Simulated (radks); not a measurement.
Results of a calculation; reference values are marked as such.
Radial electron density D(r) = 4 pi r^2 rho(r) of an atom or ion with 19 electrons. Level of theory: Dirac Kohn-Sham, LDA (Slater exchange, Perdew-Wang correlation), spin-unpolarised, spherical densities, finite nucleus; Fermi nuclear charge, rms radius of each element as measured or else 0.836 A^(1/3) + 0.57 fm (a radial shooting solver on a logarithmic mesh with Libxc functionals).

r (bohr)  D(r) (e/bohr)
0.002636         0.3799
0.003019         0.4901
0.003487         0.6404
0.003995         0.8223
0.004577          1.053
0.005286          1.363
0.006056          1.733
0.006938          2.195
0.008013          2.802
0.00918           3.510
0.01052           4.368
0.01215           5.462
0.01392           6.687
0.01607           8.199
0.01841           9.825
0.0211            11.63
0.02436           13.67
0.02791           15.67
0.03198           17.62
0.03693           19.50
0.04231           20.93
0.04848           21.88
0.05598           22.22
0.06414           21.85
0.07348           20.87
0.08487           19.35
0.09723           17.79
0.1114            16.51
0.1286            15.87
0.1474            16.22
0.1689            17.50
0.195             19.53
0.2234            21.46
0.258             22.70
0.2956            22.47
0.3387            20.63
0.3911            17.16
0.4481            13.18
0.5134            9.443
0.5929            6.619
0.6793            5.405
0.7783            5.416
0.8988            6.101
1.03              6.660
1.18              6.643
1.363             5.877
1.561             4.662
1.788             3.312
2.065             2.062
2.366             1.213
2.711            0.6953
3.131            0.4206
3.587            0.3114
4.143            0.2609
4.746            0.2241
5.438            0.1794
6.28             0.1253
7.195           0.07752
8.243           0.04098
9.519           0.01724
10.91          0.006238
12.49          0.001826
14.43         0.0003862

What is the nuclear charge?

Answer. Z = 19. The innermost maximum, from 1s, lies near gamma/Z bohr with gamma = sqrt(1 - (Z/c)^2) = 0.990, here 0.0521 bohr (found: 0.0555), and its height grows with Z. The density is that of neutral potassium in [Ne] 3s2 3p(1/2: 2, 3/2: 4) 4s1; the configuration itself is not fixed sharply by these data, and Z only to about a unit. D(r) has 3 maxima, at r = 0.0555, 0.271, 1.10 bohr, and minima at 0.131, 0.724 bohr, inside which lie 2.15, 10.37 electrons.
